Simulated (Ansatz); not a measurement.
A single point on `[AlH2][c]1ccccc1`.

```yaml
crystal:
  periodic: [false, false, false]
  atoms:
    - {symbol: Al, position_ang: [0.017201, -1.712000, 2.099449]}
    - {symbol: C, position_ang: [0.003415, -0.485999, 0.596023]}
    - {symbol: C, position_ang: [0.649994, -0.802533, -0.605740]}
    - {symbol: C, position_ang: [0.643815, 0.070493, -1.683080]}
    - {symbol: C, position_ang: [-0.014204, 1.287918, -1.580396]}
    - {symbol: C, position_ang: [-0.663611, 1.628738, -0.402342]}
    - {symbol: C, position_ang: [-0.652415, 0.749661, 0.670004]}
    - {symbol: H, position_ang: [0.777869, -3.099496, 1.960801]}
    - {symbol: H, position_ang: [-0.731655, -1.304866, 3.439745]}
    - {symbol: H, position_ang: [1.170345, -1.751467, -0.703619]}
    - {symbol: H, position_ang: [1.151292, -0.196015, -2.603676]}
    - {symbol: H, position_ang: [-0.020878, 1.973141, -2.420937]}
    - {symbol: H, position_ang: [-1.177853, 2.580143, -0.322073]}
    - {symbol: H, position_ang: [-1.166114, 1.032880, 1.584739]}
basis:
  gaussian: {orbitals: def2-QZVPP}
correlation: {method: mp2}
```

```sh
$ ansatz run in.yaml --threads 4 --pin off --events-out ev --progress --plain --max-ram 11315MiB
```

Shortened log:

```
Functional definition: HF
3718 factors; integrals over basis functions are off by at most 9.4e-4 eV
mean field evaluation 1: about -12873.4260 eV, gradient 4.3e1 eV
mean field evaluation 2: about -12873.6642 eV, gradient 4.3e1 eV
mean field evaluation 4: about -12879.0179 eV, gradient 5.3e0 eV
mean field evaluation 8: about -12879.1070 eV, gradient 3.7e-1 eV
mean field -12879.10748830 eV, -473.2984704224 hartree, gradient 1.8e-6 eV, S^2 0.000000; 0 other end points of the search recorded, 0 dependent functions left out; unrestricted orbitals would lower it
mean field evaluation 16: about -12879.1457 eV, gradient 1.7e0 eV
11 core orbitals not correlated: weight in the atoms' cores, before any rotation towards them, 1.000 or more for the frozen orbitals, at most 0.000 for the correlated occupied ones
reference -12879.10748830 eV, -473.2984704224 hartree; 17, 17 occupied and 594, 594 virtual orbitals, 3718 factors
second order -29.58946194 eV of doubles, -0.00000000 eV of singles
Total energy: -12908.69695024 eV, -474.3858630924 hartree
```

Run time 34 s (4 threads of an Intel Xeon Platinum 8488C on a shared host); peak host memory 6 GiB.
